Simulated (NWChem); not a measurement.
System: C₂H₅BrSi; SMILES C(/Br)=C/[SiH3]

Excerpt of the output:

```
             Northwest Computational Chemistry Package (NWChem) 7.3.0
             --------------------------------------------------------

 CS  symmetry detected

                             Geometry "geometry" -> ""
                             -------------------------

 Output coordinates in angstroms (scale by  1.889725989 to convert to a.u.)

  No.       Tag          Charge          X              Y              Z
 ---- ---------------- ---------- -------------- -------------- --------------
    1 Si                  14.0000    -0.54671550    -2.15775169     0.00000000
    2 C                    6.0000     1.08775955    -1.23066867     0.00000000
    3 C                    6.0000     1.23372222     0.09525361     0.00000000
    4 Br                  35.0000    -0.21583998     1.29941512     0.00000000
    5 H                    1.0000    -1.34695482    -1.82376660     1.21612700
    6 H                    1.0000    -0.24778359    -3.62113077     0.00000000
    7 H                    1.0000    -1.34695482    -1.82376660    -1.21612700
    8 H                    1.0000     2.02436686    -1.80307146     0.00000000
    9 H                    1.0000     2.19685187     0.61322036     0.00000000

 Effective nuclear repulsion energy (a.u.)     288.7751504098

      Symmetry information
      --------------------

 Group name             Cs
 Group number              2
 Group order               2
 No. of unique centers     8

  pbe96 is a nonlocal functional; adding pw91lda local functional.

                                 NWChem DFT Module
                                 -----------------

 Summary of "ao basis" -> "ao basis" (spherical)
 ------------------------------------------------------------------------------
       Tag                 Description            Shells   Functions and Types
 ---------------- ------------------------------  ------  ---------------------
 Si                         def2-svp                 8       18   4s3p1d
 C                          def2-svp                 6       14   3s2p1d
 Br                         def2-svp                12       32   5s4p3d
 H                          def2-svp                 3        5   2s1p

      Symmetry analysis of basis
      --------------------------

        a'         72
        a"         31

            General Information
            -------------------
          SCF calculation type: DFT
          Wavefunction type:  closed shell.
          No. of atoms     :     9
          No. of electrons :    66
           Alpha electrons :    33
            Beta electrons :    33
          Charge           :     0
          Spin multiplicity:     1
          Use of symmetry is: on ; symmetry adaption is: on
          Maximum number of iterations: 150
          AO basis - number of functions:   103
                     number of shells:    47
          Convergence on energy requested:  1.00D-06
          Convergence on density requested:  1.00D-05
          Convergence on gradient requested:  5.00D-04

              XC Information
              --------------
          PerdewBurkeErnzerhof Exchange Functional  1.000
            Perdew 1991 LDA Correlation Functional  1.000 local
           PerdewBurkeErnz. Correlation Functional  1.000 non-local

             Grid Information
             ----------------
          Grid used for XC integration:  medium
          Radial quadrature: Mura-Knowles
          Angular quadrature: Lebedev.
          Tag              B.-S. Rad. Rad. Pts. Rad. Cut. Ang. Pts.
          ---              ---------- --------- --------- ---------
          Si                  1.10       88          11.0       590
          C                   0.70       49          11.0       434
          Br                  1.15      112          12.0       590
          H                   0.35       45          12.0       434
          Grid pruning is: on
          Number of quadrature shells:   478
          Spatial weights used:  Erf1

      Superposition of Atomic Density Guess
      -------------------------------------

 Sum of atomic energies:       -2938.57036896

      Non-variational initial energy
      ------------------------------

 Total energy =   -2940.267618
 1-e energy   =   -4660.995559
 2-e energy   =    1431.952791
 HOMO         =      -0.296329
 LUMO         =      -0.004211

      Symmetry analysis of molecular orbitals - initial
      -------------------------------------------------

  Numbering of irreducible representations:

     1 a'          2 a"

  Orbital symmetries:

     1 a'          2 a'          3 a'          4 a'          5 a'
     6 a"          7 a'          8 a'          9 a'         10 a'
    11 a'         12 a"         13 a'         14 a'         15 a'
    16 a"         17 a'         18 a'         19 a"         20 a'
    21 a"         22 a'         23 a'         24 a'         25 a'
    26 a'         27 a'         28 a"         29 a"         30 a'
    31 a'         32 a'         33 a"         34 a"         35 a'
    36 a'         37 a'         38 a'         39 a"         40 a'
    41 a'         42 a'         43 a'

   convergence    iter        energy       DeltaE   RMS-Dens  Diis-err
 ---------------- ----- ----------------- --------- --------- ---------
 d= 0,ls=0.0,diis     1  -2941.6711090212 -3.23D+03  1.03D-02  5.36D-01
 d= 0,ls=0.0,diis     2  -2941.5958107373  7.53D-02  8.75D-03  1.01D+00
 d= 0,ls=0.0,diis     3  -2941.6940689681 -9.83D-02  3.83D-03  2.17D-01
 d= 0,ls=0.0,diis     4  -2941.7213879201 -2.73D-02  1.81D-03  2.39D-02
 d= 0,ls=0.0,diis     5  -2941.7245827263 -3.19D-03  5.66D-04  3.31D-03
  Resetting Diis
 d= 0,ls=0.0,diis     6  -2941.7250981253 -5.15D-04  9.71D-05  7.36D-05
 d= 0,ls=0.0,diis     7  -2941.7251093500 -1.12D-05  4.37D-05  2.26D-06
 d= 0,ls=0.0,diis     8  -2941.7251088102  5.40D-07  2.65D-05  5.68D-06
 d= 0,ls=0.0,diis     9  -2941.7251096378 -8.28D-07  6.76D-06  9.87D-07

         Total DFT energy =    -2941.725109637808
      One electron energy =    -4663.291247164659
           Coulomb energy =     1557.009030340508
    Exchange-Corr. energy =     -124.218043223429
 Nuclear repulsion energy =      288.775150409772

 Numeric. integr. density =       66.000005390631

                  Occupations of the irreducible representations
                  ----------------------------------------------

                     irrep           alpha         beta
                     --------     --------     --------
                     a'               25.0         25.0
                     a"                8.0          8.0

                       DFT Final Molecular Orbital Analysis
                       ------------------------------------

 Vector   31  Occ=2.000000D+00  E=-2.954768D-01  Symmetry=a"
              MO Center= -4.3D-01, -6.6D-01, -1.5D-10, r^2= 4.5D+00
   Bfn.  Coefficient  Atom+Function         Bfn.  Coefficient  Atom+Function
  ----- ------------  ---------------      ----- ------------  ---------------
    63      0.306038  4 Br pz                60      0.297155  4 Br pz
    79     -0.247471  5 H  s                 89      0.247471  7 H  s
    38      0.226487  3 C  pz                10     -0.221739  1 Si pz
    57     -0.196793  4 Br pz                13     -0.164309  1 Si pz
    41      0.152940  3 C  pz                80     -0.127569  5 H  s

 Vector   32  Occ=2.000000D+00  E=-2.570126D-01  Symmetry=a'
              MO Center= -1.2D-01,  1.1D+00, -2.9D-13, r^2= 2.3D+00
   Bfn.  Coefficient  Atom+Function         Bfn.  Coefficient  Atom+Function
  ----- ------------  ---------------      ----- ------------  ---------------
    62      0.435977  4 Br py                59      0.390243  4 Br py
    61      0.384369  4 Br px                58      0.354206  4 Br px
    56     -0.257798  4 Br py                55     -0.233329  4 Br px
    21      0.181152  2 C  s                 99     -0.130844  9 H  s
    35     -0.110991  3 C  s                 23      0.088833  2 C  py

 Vector   33  Occ=2.000000D+00  E=-2.313534D-01  Symmetry=a"
              MO Center=  3.7D-01,  1.3D-01,  2.1D-15, r^2= 3.4D+00
   Bfn.  Coefficient  Atom+Function         Bfn.  Coefficient  Atom+Function
  ----- ------------  ---------------      ----- ------------  ---------------
    63      0.453204  4 Br pz                60      0.385745  4 Br pz
    24     -0.345277  2 C  pz                38     -0.262152  3 C  pz
    57     -0.254104  4 Br pz                27     -0.247895  2 C  pz
    41     -0.156356  3 C  pz                80      0.088415  5 H  s
    90     -0.088415  7 H  s                 79      0.085399  5 H  s

 Vector   34  Occ=0.000000D+00  E=-6.428851D-02  Symmetry=a"
              MO Center=  7.9D-01, -6.6D-01, -1.4D-15, r^2= 3.2D+00
   Bfn.  Coefficient  Atom+Function         Bfn.  Coefficient  Atom+Function
  ----- ------------  ---------------      ----- ------------  ---------------
    41      0.543534  3 C  pz                27     -0.470497  2 C  pz
    38      0.446508  3 C  pz                24     -0.364850  2 C  pz
    13     -0.330152  1 Si pz                80      0.290358  5 H  s
    90     -0.290358  7 H  s                 63     -0.223690  4 Br pz
    60     -0.135218  4 Br pz                17      0.108769  1 Si d  1

 Vector   35  Occ=0.000000D+00  E=-2.212696D-02  Symmetry=a'
              MO Center=  2.2D-01,  5.5D-01, -1.4D-13, r^2= 3.6D+00
   Bfn.  Coefficient  Atom+Function         Bfn.  Coefficient  Atom+Function
  ----- ------------  ---------------      ----- ------------  ---------------
    35      0.947159  3 C  s                 61     -0.700340  4 Br px
    51     -0.515378  4 Br s                 62      0.514288  4 Br py
    40      0.413834  3 C  py                39     -0.399822  3 C  px
    12     -0.370738  1 Si py               100     -0.345300  9 H  s
    34      0.330768  3 C  s                 36     -0.318746  3 C  px

[...]
```

Level: PBE/def2-SVP, vertical spin-unrestricted ions. Structure relaxed at the PBE0/def2-SVP level.

Q: Reconstruct the input file.

A: This is not unique; one that fits is the input that was run:
```
start job
memory heap 200 mb stack 900 mb global 1100 mb
geometry units angstroms noautoz
  Si    -0.556775    -2.108345     0.000000
  C      1.094519    -1.211562     0.000000
  C      1.264909     0.111443     0.000000
  Br    -0.162200     1.342132     0.000000
  H     -1.350719    -1.759659     1.216127
  H     -0.284881    -3.576988     0.000000
  H     -1.350719    -1.759659    -1.216127
  H      2.020411    -1.801140     0.000000
  H      2.237427     0.611560     0.000000
end
basis spherical
  * library def2-svp
end
dft
  xc xpbe96 cpbe96
  iterations 150
  vectors input atomic output neutral.movecs
end
task dft energy
charge 1
dft
  odft
  mult 2
  vectors input atomic output cation.movecs
end
task dft energy
```
